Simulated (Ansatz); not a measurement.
This Ansatz (a program for electronic structure) input (r2SCAN/aug-cc-pVTZ) gives -80.10189 Eh with 115 basis functions. A basis named .json is the Basis Set Exchange file of that set (core-valence sets with the plain set on hydrogen).

Ansatz 0.2 input:
```yaml
crystal:
  periodic: [false, false, false]
  atoms:
    - {symbol: B, position_ang: [-0.00000000, -0.00000000, -0.83561304]}
    - {symbol: N, position_ang: [0.00000000, 0.00000000, 0.39812868]}
    - {symbol: H, position_ang: [0.00000000, 0.00000000, 1.39116444]}
basis:
  gaussian:
    orbitals: aug-cc-pVTZ
    final_grid: {core_spheres: 4, valence_spheres: 3, degree: 11}
hamiltonian:
  xc: {name: r2SCAN}
magnetization: {spin_polarized: true, initial_magnetization: 1}
```

Change:
```diff
- final_grid: {core_spheres: 4, valence_spheres: 3, degree: 11}
+ fitting: {mean_field: def2-universal-JFIT.json}
```

What does the run give now?

-80.10150 Eh (r2SCAN/aug-cc-pVTZ, 115 functions), a change of +0.39 mEh.
